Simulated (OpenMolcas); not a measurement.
Computed levels of 4d⁷ in ions with 43 electrons, in cm-1 above ⁴F_9/2.

- Program: OpenMolcas
- Method: MS-RASPT2, IPEA 0.25 Eh, imaginary shift 0.1 Eh
- Basis: ANO-RCC-VTZP
- Scalar Hamiltonian: DKH2, point nucleus
- Spin-orbit coupling: state interaction with AMFI integrals over the reference wave functions, term energies averaged over their components

Active space for each ion: 7 electrons in 9 orbitals (RAS2 4d 5s; RAS3 5p, at most 2 electrons); closed shells correlated by CASPT2: 4s 4p.

```
 Level    Ru+   Pd3+
⁴F_7/2   1642   2940
⁴F_5/2   2710   4710
⁴F_3/2   3360   5800
⁴P_5/2   7120  13260
⁴P_3/2   7420  12870
⁴P_1/2   8150  15090
²G_9/2  11110  15280
²G_7/2  12550  18090
²P_1/2  14950  21530
```

Question: Estimate ⁴F_3/2, ⁴P_5/2, ⁴P_3/2 for Rh2+ from its neighbours Ru+ and Pd3+.

Answer: ⁴F_3/2 is fine structure, which grows about as the fourth power of a screened charge, so the fourth roots are averaged: ((3360^0.25 + 5800^0.25) / 2)^4 = 4456. The calculation gives 4480, so the estimate is off by -0.5 %; the measured value is 4322 (the list in Shadmi, J. Res. Natl. Bur. Stand. 70A, 435 (1966)).
⁴P_5/2 is another term, which grows about linearly with the charge: (7120 + 13260) / 2 = 10190. The calculation gives 11030, so the estimate is off by -7.6 %; the measured value is 11062 (the list in Shadmi, J. Res. Natl. Bur. Stand. 70A, 435 (1966)).
⁴P_3/2 is another term, which grows about linearly with the charge: (7420 + 12870) / 2 = 10145. The calculation gives 10960, so the estimate is off by -7.4 %; the measured value is 10997 (the list in Shadmi, J. Res. Natl. Bur. Stand. 70A, 435 (1966)).

Mixed levels, with the weight of the term that names them: Ru+ ⁴P_1/2 (56 %), Pd3+ ⁴P_3/2 (69 %).

Term energies are means over components that CASPT2 splits; among the terms shown or strongly mixed into the levels shown the widest spread is 1600 cm-1 (4d⁷ ⁴F, Ru+). Blocks of more than 70 roots (2S+1 = 2 even) ran without multistate coupling. Some high roots are left out of the spin-orbit mixing, which shifts the levels that they would mix with. Terms from blocks run as CI alone lack orbitals of their own. Computed and measured levels are paired by configuration, term and J; levels that our copy of the source lacks, or whose pairing is in doubt (as where it misses far off the trend of its configuration), stay unpaired and out of the deviations. Levels of configurations outside the active space are missing.
